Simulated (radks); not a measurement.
These are the eigenvalues of the occupied orbitals of an atom or ion with whole-number occupations (eV). Method: scalar-relativistic Kohn-Sham, r2SCAN, spin-polarised, spherical densities, finite nucleus; meta-GGA in the generalised Kohn-Sham scheme; Fermi nuclear charge, rms radius of each element as measured or else 0.836 A^(1/3) + 0.57 fm; computed with a radial shooting solver on a logarithmic mesh with Libxc functionals.

orbital  eigenvalue
1s        -69639.81
2s        -12109.61
2p        -10598.27
3s        -2857.619
3p        -2407.900
3d        -1889.634
4s        -655.7337
4p        -507.5844
4d        -318.7696
5s        -155.5129
5p        -117.2571
4f        -109.6475

Which element is it, and in what charge state? The configuration may be excited. Open shells, if any, are filled with parallel spins first.

Answer. Z = 74, tungsten, charge +6: W6+ in [Xe] 4f14. The list shows which subshells hold electrons but not how many an open one holds; the 1s level, -2559.2 hartree, gives Z - s = 71.5 by -(Z - s)^2/2, which with screening and relativity narrows Z to a few neighbours, and the depths of the outer levels then fix element, charge and occupations together.
